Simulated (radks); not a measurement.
Neutral rhenium, 75 electrons, occupied as [Xe] 4f14 5d6 6s1 (not the ground configuration).

All-electron calculation, scalar-relativistic Kohn-Sham, PBE, spin-unpolarised, spherical densities, finite nucleus; Fermi nuclear charge, rms radius 5.3698 fm. Program: a radial shooting solver on a logarithmic mesh with Libxc functionals.

Energy parts (hartree):
total: -16689.3983
kinetic: 18435.7384
electron-nucleus: -41312.4692
Hartree: 6517.7748
exchange-correlation: -330.4424

Orbitals (lengths in bohr, moments of r in powers of bohr; r(max) is where P^2 peaks):
orbital  occ.  eigenvalue (hartree)   r(max)
1s          2             -2632.514  0.01124
2s          2             -456.3883  0.06453
2p          6             -398.3735  0.05303
3s          2             -105.6016   0.1820
3p          6             -88.48616   0.1803
3d         10             -69.05550   0.1469
4s          2             -21.97245   0.4126
4p          6             -16.35652   0.4330
4d         10              -9.30221   0.4432
5s          2              -3.05208   0.9379
5p          6              -1.65389    1.062
4f         14              -1.47372   0.4168
6s          1              -0.19457    2.615
5d          6              -0.14721    1.440

The highest occupied level is 5d at -4.006 eV. The density falls to 0.001 e/bohr^3 at r = 4.63 bohr. The electron density at the nucleus is 1.649e+06 e/bohr^3 (large components only).
